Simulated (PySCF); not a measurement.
**A search over the determinants of SiBi**

Unrestricted PBE0; PySCF, scalar-relativistic core potentials, basis sets Si def2-TZVPP, Bi def2-TZVPP with ECP60. Outer shells of the fragments: Si 3s2 3p2; Bi 5d10 6s2 6p3.

Followed along the bond (rough minima from three points):

| 2Ms+1 | unpaired | ⟨S²⟩ at the start | R at minimum (Å) | Te (eV) |
| --- | --- | --- | --- | --- |
| 2 | π ↑ | 0.81 | 2.45 | 0.00 |
| 2 | σ ↑ | 1.08 | 2.34 | 0.21 |
| 4 | σ ↑, π ↑↑ | 3.76 | 2.57 | 1.45 |
| 4 | π ↑↑↑ | 3.76 | none in the scan | ≤ 1.09 |
| 2 | π ↑↑↓ | 1.76 | none in the scan | ≤ 1.40 |

Solutions found at the starting distance of 2.575 Å, counted from the lowest of them; the search is not exhaustive and high or unbound solutions are not listed, so other states can lie among these:

| 2Ms+1 | unpaired | term | E (eV) | ⟨S²⟩ | ⟨Lz²⟩ | μ (D) |
| --- | --- | --- | --- | --- | --- | --- |
| 2 | π ↑ | ²Π | 0.00 | 0.81 | 1.01 | 0.39 |
| 2 | σ ↑ | mixed | 0.46 | 1.08 | 0.00 | 0.32 |
| 4 | π ↑↑↑ | ⁴Π | 1.07 | 3.76 | 1.01 | 1.23 |
| 4 | σ ↑, π ↑↑ | mixed | 1.35 | 3.76 | 2.02 | 0.58 |
| 2 | π ↑↑↓ | mixed | 1.39 | 1.76 | 3.03 | 1.23 |
| 2 | σ ↓, π ↑↑ | mixed | 1.75 | 1.78 | 2.02 | 0.70 |

A term symbol is given only where ⟨S²⟩ and ⟨Lz²⟩ are close to those of a pure state; real π, δ and φ orbitals otherwise mix terms. A positive dipole means Si(−)Bi(+).

Question: Compare the gap between the two lowest followed solutions at the starting distance with the gap between their minima.

Answer: At PBE0 the second solution (Ms = 0.5 of mixed spin, unpaired electrons σ ↑) lies +0.46 eV from the first (doublet, unpaired electrons π ↑) at 2.575 Å and +0.21 eV at the minima; the two curves relax by different amounts, since their minima lie near 2.34 and 2.45 Å.

Spin–orbit coupling is left out, which matters for elements this heavy, above all for dissociation energies.
